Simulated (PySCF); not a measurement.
## SMILES F[C@@H]1S[C@@H]2C[C@H]1C2(F)F, C5H5F3S

Molfile (atoms numbered from 1):
```
C5H5F3S
     RDKit          3D

 14 15  0  0  0  0  0  0  0  0999 V2000
    2.4240   -0.3996    0.6158 F   0  0  0  0  0  0  0  0  0  0  0  0
    1.3660    0.4463    0.4852 C   0  0  2  0  0  0  0  0  0  0  0  0
    0.2040    0.2837    1.9129 S   0  0  0  0  0  0  0  0  0  0  0  0
   -1.0398   -0.2378    0.6861 C   0  0  2  0  0  0  0  0  0  0  0  0
   -0.2649   -1.2129   -0.2128 C   0  0  0  0  0  0  0  0  0  0  0  0
    0.4838    0.0485   -0.6906 C   0  0  1  0  0  0  0  0  0  0  0  0
   -0.8323    0.7927   -0.4299 C   0  0  0  0  0  0  0  0  0  0  0  0
   -1.7246    0.6860   -1.4425 F   0  0  0  0  0  0  0  0  0  0  0  0
   -0.7843    2.1078   -0.1304 F   0  0  0  0  0  0  0  0  0  0  0  0
    1.7632    1.4639    0.4377 H   0  0  0  0  0  0  0  0  0  0  0  0
   -2.0127   -0.4477    1.1117 H   0  0  0  0  0  0  0  0  0  0  0  0
   -0.8844   -1.6545   -0.9896 H   0  0  0  0  0  0  0  0  0  0  0  0
    0.3340   -1.9699    0.2864 H   0  0  0  0  0  0  0  0  0  0  0  0
    0.9673    0.0932   -1.6620 H   0  0  0  0  0  0  0  0  0  0  0  0
  1  2  1  0
  2  3  1  0
  3  4  1  0
  4  5  1  0
  5  6  1  0
  6  7  1  0
  7  8  1  0
  7  9  1  0
  6  2  1  0
  7  4  1  0
  2 10  1  6
  4 11  1  1
  5 12  1  0
  5 13  1  0
  6 14  1  6
M  END
```

Level of theory: TDDFT B3LYP/def2-SVPD circular dichroism and optical rotation, one conformer, gas phase (PySCF 2.14.0). Geometry: GFN2-xTB.

States above about 6.9 eV lie in this functional's continuum (it starts at minus the energy of the highest occupied orbital, well below the true ionisation energy for most functionals) and depend on the basis.

Problem. What are the CIP labels of the stereocentres?

Solution. C2 R, C4 R, C6 S.

Problem. Which excitations and rotatory strengths does the calculation give?

Solution. Rotatory strengths R in 10⁻⁴⁰ esu² cm², velocity form and length form (origin at the centre of mass); f in length form.
| state | E (eV) | λ (nm) | f | R (velocity) | R (length) | main |
| --- | --- | --- | --- | --- | --- | --- |
| 1 | 5.01 | 247 | 0.0004 | -4.9 | -4.4 | HOMO→LUMO 0.99 |
| 2 | 6.29 | 197 | 0.021 | +17.0 | +16.8 | HOMO→LUMO+1 0.89, HOMO→LUMO+2 0.08 |
| 3 | 6.60 | 188 | 0.018 | +16.2 | +15.0 | HOMO→LUMO+2 0.90 |
| 4 | 6.90 | 180 | 0.004 | +4.9 | +5.3 | HOMO→LUMO+3 0.95 |
| 5 | 7.13 | 174 | 0.009 | 0.0 | 0.0 | HOMO→LUMO+4 0.70, HOMO→LUMO+5 0.21 |
| 6 | 7.27 | 170 | 0.011 | -4.1 | -4.6 | HOMO→LUMO+5 0.71, HOMO→LUMO+4 0.22 |
| 7 | 7.51 | 165 | 0.022 | -20.2 | -21.4 | HOMO−1→LUMO 0.80 |
| 8 | 7.64 | 162 | 0.025 | -6.5 | -6.8 | HOMO→LUMO+6 0.83 |

Among the states computed, the strongest CD band (largest |R|) is state 7. The largest dissymmetry factor in size, g = 4R/(D+G), with D and G the electric and magnetic dipole strengths, is -0.07 for state 1 (velocity form, f = 0.0005), among bands with |R| over 0.5. The mirror image has the same energies and oscillator strengths and all R with the opposite sign.
